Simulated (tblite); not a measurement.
C5H5O2Si (doublet state).
Structure used (GFN2-xTB), in Å, numbered top down from 1:
```xyz
13
C5H5O2Si angstrom
C      2.8511    1.9458   -1.1926
C      2.1185    1.2070   -0.5917
Si     1.1522   -0.0374    0.3835
O      1.6620   -0.1374    1.9109
O      0.9865   -1.5677   -0.3355
C     -0.3567   -1.3492   -0.6181
C     -0.6897   -0.1535   -0.1418
C     -1.9335    0.6470   -0.1528
H      1.8406   -0.9843    2.3159
H     -0.8849   -2.1344   -1.1277
H     -2.7531    0.0576   -0.5614
H     -1.8033    1.5411   -0.7619
H     -2.1941    0.9659    0.8555
```

All values are computed: GFN2-xTB (tblite) harmonic vibrations without scaling, gas phase. Errors from tens to a few hundred cm⁻¹ against measured bands are possible. One conformer, not necessarily the lowest. Open shells enter through the occupations alone, without spin polarisation, and single modes of such species can be off by tens of per cent.

Harmonic wavenumbers (cm⁻¹): 69.3, 90.7, 107.8, 135.8, 163.7, 188.2, 213.1, 252.2, 279.0, 302.6, 406.6, 507.0, 544.6, 677.1, 731.3, 777.4, 783.7, 948.4, 994.2, 1024.9, 1038.2, 1152.3, 1182.3, 1390.7, 1457.9, 1474.2, 1685.7, 2184.2, 2999.1, 3013.6, 3015.2, 3108.1, 3630.5.

A = 2354, B = 1428, C = 1233 MHz; mass 125.006 u (most abundant isotopes); point group C1, symmetry number 1; spin multiplicity 2.

What is the zero-point energy?

Half the sum of the wavenumbers: 18265 cm⁻¹ = 52.22 kcal/mol.

Give the ideal-gas entropy at 200 K and 1 bar in the rigid-rotor, harmonic-oscillator model (classical rotation).

Translation 38.43, rotation 27.55, vibration 19.49, spin (R ln 2) 1.38: S = 86.8 cal/(mol K).

And Cp and H(200 K) − H(0)?

Cp = 28.87 cal/(mol K), of which vibrations give 20.92 (their classical limit is 33 R = 65.6); H(200 K) − H(0) = 3.80 kcal/mol without the zero-point energy, 2.21 from vibrations.

Which modes carry the vibrational entropy at 200 K?

69.3 cm⁻¹: 3.39; 90.7 cm⁻¹: 2.87; 107.8 cm⁻¹: 2.54; 135.8 cm⁻¹: 2.11; 163.7 cm⁻¹: 1.77; 188.2 cm⁻¹: 1.53 cal/(mol K); the other 27 give 5.27 together.

How do the functions run with temperature in this model?

```json
{"T (K)": "50", "S (cal/(mol K))": "58.6", "Cp (cal/(mol K))": "13.1", "H − H(0) (kcal/mol)": "0.48", "G − H(0) (kcal/mol)": "-2.45", "ln q(vib)": "0.31"}
{"T (K)": "100", "S (cal/(mol K))": "70.0", "Cp (cal/(mol K))": "20.1", "H − H(0) (kcal/mol)": "1.32", "G − H(0) (kcal/mol)": "-5.68", "ln q(vib)": "1.45"}
{"T (K)": "298.15", "S (cal/(mol K))": "99.7", "Cp (cal/(mol K))": "35.6", "H − H(0) (kcal/mol)": "6.97", "G − H(0) (kcal/mol)": "-22.74", "ln q(vib)": "6.89"}
{"T (K)": "373.15", "S (cal/(mol K))": "108.1", "Cp (cal/(mol K))": "40.0", "H − H(0) (kcal/mol)": "9.81", "G − H(0) (kcal/mol)": "-30.53", "ln q(vib)": "8.79"}
{"T (K)": "500", "S (cal/(mol K))": "120.7", "Cp (cal/(mol K))": "46.0", "H − H(0) (kcal/mol)": "15.28", "G − H(0) (kcal/mol)": "-45.07", "ln q(vib)": "11.80"}
{"T (K)": "750", "S (cal/(mol K))": "141.0", "Cp (cal/(mol K))": "54.0", "H − H(0) (kcal/mol)": "27.87", "G − H(0) (kcal/mol)": "-77.89", "ln q(vib)": "17.08"}
{"T (K)": "1000", "S (cal/(mol K))": "157.3", "Cp (cal/(mol K))": "59.2", "H − H(0) (kcal/mol)": "42.06", "G − H(0) (kcal/mol)": "-115.24", "ln q(vib)": "21.66"}
```

q(vib) and H(0) count from the zero-point level.

What must be added to the electronic energy to get the Gibbs energy at 200 K and 1 bar?

ZPE + [H(200 K) − H(0)] − T·S = 52.22 + 3.80 − 17.37 = 38.65 kcal/mol.

Blend soft modes into free rotors: weight 1/[1 + (100 cm⁻¹/ν̃)⁴] for the oscillator and the rest for a rotor with moment μB/(μ + B), μ = h/(8π²ν), B = 10⁻⁴⁴ kg m². What vibrational entropy results?

18.88 cal/(mol K) in place of 19.49, which changes −T·S at 200 K by +0.12 kcal/mol.

Hindered rotation and anharmonicity are outside this model. Other conformers, if any are populated, would add a mixing term that is left out. The structure is chiral; the term R ln 2 for an equal mix with its mirror image is left out.

On one thread, Arm Neoverse V1 (aarch64), shared host with 32 logical CPUs at a one-minute load of 14, this took 0.43 s of wall time. This covers the Hessian and the dipole derivatives.
